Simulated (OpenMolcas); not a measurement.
# Xe⁺: effect of the active space

```json
{
 "Program": "OpenMolcas 26.06",
 "Method": "CASSCF or its RAS form",
 "Basis": "ANO-RCC-VTZP",
 "Scalar Hamiltonian": "DKH2, point nucleus",
 "Spin-orbit coupling": "state interaction with AMFI integrals over the reference wave functions, term energies averaged over their components"
}
```

A. 7 electrons in 4 orbitals (5s 5p); 2S+1 = 2 odd, 3 roots; 2S+1 = 2 even, 1 root; cost roughly 6 core-seconds
B. 7 electrons in 8 orbitals (5s 5p 6s 6p); 2S+1 = 2 odd, 3 roots; 2S+1 = 2 even, 1 root; cost about 50 core-seconds
C. 7 electrons in 9 orbitals (RAS2 5s 5p; RAS3 5d, at most 2 electrons); 2S+1 = 2 odd, 3 roots; 2S+1 = 2 even, 1 root; cost roughly 16 core-seconds

Energies in cm-1 above 5s2 5p5 2P* 3/2, the measured ground level; measured values from NIST Handbook of Basic Atomic Spectroscopic Data.

```json
{"Level": "5s2 5p5 2P* 3/2", "A": "0.0", "B": "0.0", "C": "0.0", "Measured": "0.0"}
{"Level": "5s2 5p5 2P* 1/2", "A": "9575", "B": "9629", "C": "9350", "Measured": "10537"}
{"Level": "5s 5p6 2S 1/2", "A": "122472", "B": "120953", "C": "95180", "Measured": "90874"}
```

Deviations, from unrounded energies. A percentage is the sum of absolute deviations over the sum of measured energies, with the sign that they share, or ± where signs differ.

```json
{"Against measurement": "mean absolute deviation (cm-1)", "Levels": "2", "A": "16000", "B": "15000", "C": "2700"}
{"Against measurement": "fine structure of the ground term (%)", "Levels": "1", "A": "-9.1", "B": "-8.6", "C": "-11.3"}
{"Against measurement": "other configurations (%)", "Levels": "1", "A": "+34.8", "B": "+33.1", "C": "+4.7"}
```

C lies closest to measurement on these levels and A furthest from it. The largest miss of C in the table is 5s 5p6 2S 1/2, by +4300 cm-1. The ranking rests on the paired levels alone, and a cruder setting can come out closer through cancelling errors.

Among A to C the level of the table that moves most is 5s 5p6 2S 1/2, by 27000 cm-1 (lowest in C, highest in A).

Active for correlation alone: 6p 6s; no level in the range computed is led by a configuration that fills them, so any true level of that kind is missing (holds for B). Active for correlation alone: 5d; no level in the range computed is led by a configuration that fills it, so any true level of that kind is missing (holds for C). Some terms mix strongly with configurations of 5d, whose occupation reaches 0.32 (5s 5p6 2S) (holds for C). Computed and measured levels are paired by configuration, term and J; levels that our copy of the source lacks, or whose pairing is in doubt (as where it misses far off the trend of its configuration), stay unpaired and out of the deviations. Levels of configurations outside the active space are missing.

* marks odd parity.
